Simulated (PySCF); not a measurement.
# Dipole response of Ag²⁺ (silver, charge +2)

[Kr] 4d8 5s1, high-spin 4F determinant (an excited configuration). All numbers are calculated (PySCF 2.14, the spin-free X2C one-electron Hamiltonian (Gaussian nucleus), in ANO-RCC-VTZP). Coupled (time-dependent) response in atomic units; α is the mean over directions. The basis has no added diffuse functions, which lowers α and C₆.

```
method  mean α (bohr³)  C₆ (like pair)  S(−4)
  MN15           18.05           95.60  212.1
```

S(−4) is the Cauchy moment in α(ω) = α(0) + S(−4) ω² + …

Spin-orbit coupling is absent.

α(iu) at MN15:

| u (hartree) | α(iu) (bohr³) |
| --- | --- |
| 0 | 18.05 |
| 0.0500 | 17.54 |
| 0.100 | 16.21 |
| 0.200 | 12.77 |
| 0.300 | 9.934 |
| 0.500 | 6.654 |
| 0.750 | 4.722 |
| 1.00 | 3.671 |
| 1.50 | 2.494 |
| 2.00 | 1.817 |
| 3.00 | 1.070 |
| 5.00 | 0.4847 |

For an ion, C₆ is the dispersion term alone; charge-induced terms of lower order in 1/R come first.
